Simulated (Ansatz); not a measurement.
Stretching the P1–O2 bond in PO (multiplicity 2 held). Energies count from the point at 1.480 Å.


R- and RO- levels are restricted; in cc, def2 and unpolarised 6-31G sets they are followed outwards from rest. Unrestricted levels (U-) break spin symmetry where that is lower. Full CI gives the lowest state of the spin. Levels need not reach the same state.

Frozen-core correlation.

Run with Ansatz (Gaussian basis) for Hartree–Fock, density functionals and correlated methods. 

The comparison value is 277.2 kJ/mol (FCI/6-31G). Full CI is exact for the correlated electrons in its own basis alone.

**Question.** Order these levels by the size of their error in the energy at R = 5.919 Å, against full CI in the same basis, smallest first: U-HF/6-31G, RO-HF/6-31G, RO-MP2/6-31G, RO-SCS-MP2/6-31G, U-MP2/6-31G. Give each level's value less the comparison value.

**Answer.** U-MP2/6-31G (-59.2 kJ/mol), RO-HF/6-31G (239.5 kJ/mol), U-HF/6-31G (-315.4 kJ/mol), RO-SCS-MP2/6-31G (494.4 kJ/mol), RO-MP2/6-31G (531.9 kJ/mol)

Doubts at one or more of the structures used: a spin-contaminated determinant (U-HF/6-31G, U-MP2/6-31G); a restricted determinant that unrestricted orbitals would lower (RO-HF/6-31G, RO-MP2/6-31G, RO-SCS-MP2/6-31G).

Ansatz is a quantum-chemistry and plane-wave program.
